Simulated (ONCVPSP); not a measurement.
## Before and after: ONCV potential for Mn

```json
{
  "Element": "manganese (Mn)",
  "Generator": "ONCVPSP 4.0.1",
  "Type": "optimised norm-conserving Vanderbilt (ONCV)",
  "Functional": "LDA (Perdew-Zunger)",
  "Relativity": "scalar-relativistic",
  "Frozen core": "[Ar]",
  "Valence charge": "7",
  "Reference configuration": "3d5 4s2",
  "Partial waves": "4s: rc 2.55 bohr, ncon 3, nbas 6, qcut 2.6 1/bohr, 2 projectors, debl 0.8 Ha; p scattering state at 0.09 Ha: rc 2.30 bohr, ncon 4, nbas 7, qcut 4 1/bohr, 2 projectors, debl 1.2 Ha; 3d: rc 1.80 bohr, ncon 4, nbas 9, qcut 8.2 1/bohr, 1 projector",
  "Local potential": "polynomial inside 1.30 bohr (lpopt 4, dvloc0 -1 Ha)",
  "Core correction": "none"
}
```

In the p channel the program set the typed energies aside and used 0.050, 1.250 Ha.

Change: core [Ne], valence charge 15; reference 3s2 3p6 3d5 4s2; waves now 3s+4s: rc 1.40 bohr, ncon 3, nbas 7, qcut 10.5 1/bohr, 2 projectors; 3p: rc 1.45 bohr, ncon 4, nbas 8, qcut 9.3 1/bohr, 2 projectors, debl 3.8 Ha; 3d: rc 1.65 bohr, ncon 4, nbas 8, qcut 11 1/bohr, 2 projectors, debl 2.4 Ha; local potential polynomial inside 1.25 bohr (lpopt 1, dvloc0 -1 Ha).

Cutoffs: the cutoffs (Ha) at which the residual kinetic energy of the hardest occupied pseudo-wave falls to 1 and 0.1 mHa per electron; they do not see the model core or the augmentation charge, which bear on the density cutoff. Errors are all-electron minus pseudo energies relative to the spin-unpolarised reference configuration.

What does the change do?

The potential gets harder (28 Ha and 31 Ha → 41 Ha and 47 Ha); the lowest positive-energy flag moves from s at 13.7 eV to none; neither file shows a bound ghost. The added semicore shells are compact, so their waves need more plane waves. Several settings change at once here, so the effects cannot be laid on one of them.

| quantity | base | changed |
| --- | --- | --- |
| cutoff, loose | 28 Ha | 41 Ha |
| cutoff, tight | 31 Ha | 47 Ha |
| bound ghosts | none | none |
| GHOST(+) flags under 300 eV | s at 13.7 eV, p at 65.5 eV | none |
| largest error over its own tests, meV | +36 | +49 |
